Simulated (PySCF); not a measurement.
Precursor series Zn OH-NH2. All species are isolated molecules in the gas phase. One relaxed conformer stands for each flexible species; it need not be the lowest.

The charge on the central atom (Mulliken) from two functionals at the same geometries (PBE-D3(BJ)/def2-SVP), both in PySCF: PBE-D3(BJ)/def2-TZVP and B3LYP-D3(BJ)/def2-TZVP. B3LYP has the VWN-RPA correlation part, as in Gaussian. 

```json
[
 {"species": "0 of 2 OH replaced by NH2 ([Zn(OH)2])", "PBE-D3(BJ)/def2-TZVP (e)": "0.50", "B3LYP-D3(BJ)/def2-TZVP (e)": "0.62"},
 {"species": "1 of 2 OH replaced by NH2", "PBE-D3(BJ)/def2-TZVP (e)": "0.40", "B3LYP-D3(BJ)/def2-TZVP (e)": "0.51"},
 {"species": "2 of 2 OH replaced by NH2", "PBE-D3(BJ)/def2-TZVP (e)": "0.35", "B3LYP-D3(BJ)/def2-TZVP (e)": "0.45"}
]
```

Over these rows, drawn at random from the members with no instability flagged (it was tested for open shells, ions and some series alone), PBE minus B3LYP-D3(BJ): mean -0.11 e, from -0.12 e to -0.11 e.
